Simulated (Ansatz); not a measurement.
Relaxation of CH$_{5}$BN$_{2}$O (10 atoms, charge 0, multiplicity 1), to a largest force component of 0.015 eV/Å in at most 40 steps.

Level of theory: Ansatz 0.2.0, RKS B3LYP-D4/def2-SVP.

```xyz
10
Properties=species:S:1:pos:R:3:forces:R:3
N -0.380 1.389 0.739 -2.35 4.09 -1.23
C 0.260 0.579 1.411 0.75 -1.64 -0.10
O 0.508 -0.703 0.917 0.45 0.41 -0.58
B 0.235 -1.232 -0.416 -2.42 3.56 -0.65
N -0.512 -0.378 -1.482 2.39 -0.83 3.72
H -0.626 2.402 1.105 1.07 -2.83 -0.37
H 0.664 0.863 2.392 0.37 -1.03 0.27
H 0.438 -2.356 -0.667 0.45 -0.83 0.29
H -0.673 0.527 -0.982 -0.27 -0.63 -0.72
H -1.384 -0.841 -1.683 -0.44 -0.25 -0.63
```

Where does it end, and by what steps?

The run converged. After 8 steps the energy has fallen by 1.394 eV; H10 moved furthest, 0.56 Å.

| step | energy less start (eV) | largest force component (eV/Å) | accepted |
| --- | --- | --- | --- |
| 0 | 0.0000 | 4.086 | yes |
| 1 | -0.7779 | 2.265 | yes |
| 2 | -1.0276 | 2.612 | yes |
| 3 | -1.2821 | 0.968 | yes |
| 4 | -1.3471 | 0.622 | yes |
| 5 | -1.3864 | 0.286 | yes |
| 6 | -1.3938 | 0.114 | yes |
| 7 | -1.3943 | 0.026 | yes |
| 8 | -1.3943 | 0.012 | yes |

```xyz
10
Properties=species:S:1:pos:R:3
N -0.416 1.487 0.731
C 0.283 0.618 1.341
O 0.535 -0.612 0.883
B 0.088 -1.171 -0.329
N -0.703 -0.477 -1.233
H -0.465 2.347 1.280
H 0.767 0.770 2.321
H 0.446 -2.306 -0.523
H -0.987 0.481 -1.036
H -1.019 -0.887 -2.102
```

Run time: 23 s on 2 threads of Arm Neoverse V1, on a shared host, peak memory 0.19 GiB.
